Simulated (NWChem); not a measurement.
Molecule: hydrogen iodide (HI); SMILES I

```xyz
2

I      0.0000     0.0000     0.0520
H      0.0000     0.0000    -1.5652
```
Atoms are numbered in this order, from 1.

Geometry: optimised at PBE0/def2-SVP. def2 effective core potentials on I; no spin-orbit coupling.

 States above −ε(HOMO) = 6.8 eV lie in this functional's continuum and hang on the basis.

Question: List the 4 lowest vertical singlet excitations from PBE/def2-SVPD with def2 effective core potentials on I, TDA (NWChem).

Answer: 
| state | energy (eV) | oscillator strength | leading excitation (squared amplitude) |
|---|---|---|---|
| S1 | 5.25 | 0.006 | HOMO → LUMO (0.99) |
| S2 | 5.25 | 0.006 | HOMO−1 → LUMO (0.99) |
| S3 | 7.25 | 0.153 | HOMO → LUMO+1 (0.93) |
| S4 | 7.25 | 0.153 | HOMO−1 → LUMO+1 (0.93) |
